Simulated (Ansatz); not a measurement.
Mulliken charges of C2H3FSeTe (`F/C([SeH])=C\[TeH]`) from PBE/def2-TZVPP in Ansatz (PBE0-D4/def2-TZVP geometry).

```json
{"atom": "F1", "x (Å)": "-1.314", "y (Å)": "0.037", "z (Å)": "0.624", "charge (e)": "-0.144"}
{"atom": "C2", "x (Å)": "-0.110", "y (Å)": "0.428", "z (Å)": "0.191", "charge (e)": "0.082"}
{"atom": "Se3", "x (Å)": "0.389", "y (Å)": "2.180", "z (Å)": "0.719", "charge (e)": "-0.030"}
{"atom": "C4", "x (Å)": "0.615", "y (Å)": "-0.326", "z (Å)": "-0.622", "charge (e)": "-0.196"}
{"atom": "Te5", "x (Å)": "0.061", "y (Å)": "-2.160", "z (Å)": "-1.441", "charge (e)": "0.146"}
{"atom": "H6", "x (Å)": "0.309", "y (Å)": "1.898", "z (Å)": "2.162", "charge (e)": "0.050"}
{"atom": "H7", "x (Å)": "1.596", "y (Å)": "0.023", "z (Å)": "-0.912", "charge (e)": "0.099"}
{"atom": "H8", "x (Å)": "-1.454", "y (Å)": "-2.137", "z (Å)": "-0.778", "charge (e)": "-0.006"}
```

Q: By hand: the dipole of these point charges (1 e Å = 4.8032 D).

A: Σ q r = (0.239, -0.177, -0.162) e Å, of length 0.339 e Å = 1.63 D.

Q: How does the dipole of the full density compare? (Estimate.)

A: Ansatz gave: (0.150, -0.046, 0.011) e Å, 0.76 D; the point charges give 2.14 times that, at 38° from its direction.

Point charges leave out the atoms' own dipoles, such as those of lone pairs, and Mulliken's split depends on the basis, so the two needn't agree.
